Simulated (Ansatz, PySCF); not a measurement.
Mg(Br)(iPr) (C₃H₇BrMg), SMILES C[CH](C)[Mg][Br]. Atoms are numbered in the order given.

```xyz
12

Mg    -0.5600     0.1800     0.1488
Br    -0.5245     1.8089     1.8695
C     -0.5913    -1.2742    -1.3880
C     -0.1250    -2.6521    -0.8951
C      0.2017    -0.8296    -2.6260
H     -1.6558    -1.3601    -1.6794
H     -0.1823    -3.4109    -1.7011
H      0.9266    -2.6381    -0.5575
H     -0.7314    -3.0316    -0.0550
H     -0.1663     0.1207    -3.0488
H      0.1451    -1.5847    -3.4356
H      1.2752    -0.6936    -2.4043
```

Geometry: B3LYP-D3(BJ)/def2-SVP. Other conformers were not sampled.

Two levels are set side by side: PBE-D3(BJ)/def2-SVP (Ansatz, a quantum-chemistry and plane-wave program) and B3LYP-D3(BJ)/def2-SVP (Ansatz). Each level has its own optimised geometry; the coordinates shown are those of the second. Frequencies come from the Hessian of PySCF at each geometry. Differences are taken from unrounded values.

| quantity | B3LYP-D3(BJ) | PBE-D3(BJ) | PBE-D3(BJ) minus B3LYP-D3(BJ) |
|---|---|---|---|
| mean bond length (Å) | 1.391 | 1.398 | 0.007 |
| bond Mg1–Br2 (Å) | 2.370 | 2.380 | 0.010 |
| bond Mg1–C3 (Å) | 2.116 | 2.128 | 0.012 |
| bond C3–C4 (Å) | 1.536 | 1.536 | 0.000 |
| bond C3–C5 (Å) | 1.536 | 1.536 | 0.000 |
| bond C3–H6 (Å) | 1.107 | 1.115 | 0.008 |
| bond C4–H7 (Å) | 1.108 | 1.117 | 0.008 |
| bond C4–H8 (Å) | 1.105 | 1.112 | 0.007 |
| bond C4–H9 (Å) | 1.103 | 1.111 | 0.007 |
| bond C5–H10 (Å) | 1.103 | 1.111 | 0.007 |
| bond C5–H11 (Å) | 1.108 | 1.117 | 0.008 |
| bond C5–H12 (Å) | 1.105 | 1.112 | 0.007 |
| highest harmonic wavenumber (cm⁻¹) | 3079 | 3030 | -49 |
| mean harmonic wavenumber (cm⁻¹) | 1355 | 1322 | -34 |
| zero-point energy (kcal/mol) | 58.12 | 56.68 | -1.44 |

GGA bonds tend to be longer and softer than those of functionals with exact exchange. Differences between two approximate levels are no errors against the true value.
